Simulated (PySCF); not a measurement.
SMILES c1(B)ccc(C=C)cc1, singlet (GFN2-xTB optimised geometry):

```
18

B     -1.509    -2.993    -0.002
C     -0.696    -1.682     0.000
C     -1.319    -0.424     0.000
C     -0.600     0.750     0.001
C      0.797     0.733     0.002
C      1.611     1.941     0.004
C      1.173     3.193     0.066
C      1.434    -0.512     0.000
C      0.708    -1.682     0.000
H     -0.958    -4.025    -0.006
H     -2.678    -2.958    -0.002
H     -2.399    -0.380    -0.002
H     -1.125     1.694    -0.003
H      2.678     1.762    -0.046
H      1.856     4.025     0.064
H      0.127     3.445     0.124
H      2.515    -0.550     0.000
H      1.229    -2.629    -0.001
```

Method: PBE0/def2-SVP run with PySCF.

Problem. What are the frontier orbital energies and the dipole moment?

Solution. HOMO-2 -9.00 eV, HOMO-1 -7.56 eV, HOMO -6.94 eV, LUMO -2.18 eV, LUMO+1 -0.33 eV; dipole moment 2.00 D.

Meta-Löwdin charges at PBE0/def2-SVP: B1 -0.03, C2 -0.09, C3 -0.06, C4 -0.11, C5 0.03, C6 -0.10, C7 -0.21, C8 -0.12, C9 -0.06, H10 0.00, H11 0.00, H12 0.11, H13 0.11, H14 0.10, H15 0.12, H16 0.11, H17 0.11, H18 0.11.
